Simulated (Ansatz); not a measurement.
Molecule: HgCl$_{2}$, charge -1, multiplicity 2. The spin state was set by rule; other spins were not relaxed. SMILES of the parent species: [Hg]([Cl])[Cl]
Geometry from a B3LYP-D3(BJ)/def2-TZVP (Ansatz, a program for electronic structure) optimisation:
```xyz
3

Hg    -0.0094     0.2567     0.0604
Cl     1.7758    -0.1413    -1.8371
Cl    -1.7316    -1.0668     1.5530
```
Charge -1, spin multiplicity 2.

Parts of the frozen-core correlation energy in def2-SVPD (Ansatz, hartree). Frozen orbitals: 14; correlated occupied orbitals by spin: 14 and 13; virtual: 61 and 62. UHF or UKS for open shells. Spin-orbit coupling is left out. Past Kr the def2 sets carry scalar-relativistic core potentials.

```tsv
term	value
reference (HF)	-1071.36664
MP2 opposite-spin	?
MP2 same-spin	?
CCSD correlation	?
(T)	-0.01537
T1 diagnostic	0.023
largest doubles amplitude	0.026
<S^2> of the reference	0.763
```

Question: Some entries are withheld; supply them.

Answer: 
- MP2 opposite-spin, value: -0.40431
- MP2 same-spin, value: -0.18986
- CCSD correlation, value: -0.60263
